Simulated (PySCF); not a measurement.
Computed shifts of a molecule C₂H₈F₂Si₂, PBE0/pcSseg-1 (PySCF), GIAO, gas phase, atoms alike by connectivity averaged where their shifts nearly agree, in ppm (number of nuclei): ¹⁹F: -120.8 (1), -135.3 (1). ¹³C: 123.4 (1), 20.5 (1). ²⁹Si: -73.6 (1), -109.4 (1). ¹H: 6.08 (1), 4.27 (1), 4.15 (1), 3.85 (3), 2.17 (1), 1.38 (1). References: ¹⁹F against CFCl3 (σ = 167.2 ppm); ¹³C against TMS (σ = 186.3 ppm); ²⁹Si against TMS (σ = 352.7 ppm); ¹H against TMS (σ = 31.56 ppm), references at their B3LYP-D3(BJ)/def2-TZVP geometries, non-relativistic. The structure is a stationary point at B3LYP-D3(BJ)/def2-SVP. The values are those of a single conformer.

Q: Which molecule gave these data?
(A) FC(F)C[SiH2][SiH3]
(B) FC[SiH2]C[SiH2]F
(C) C[Si@@](F)([SiH3])CF
(D) F[C@H]([SiH3])[C@@H](F)[SiH3]

A: A, FC(F)C[SiH2][SiH3]
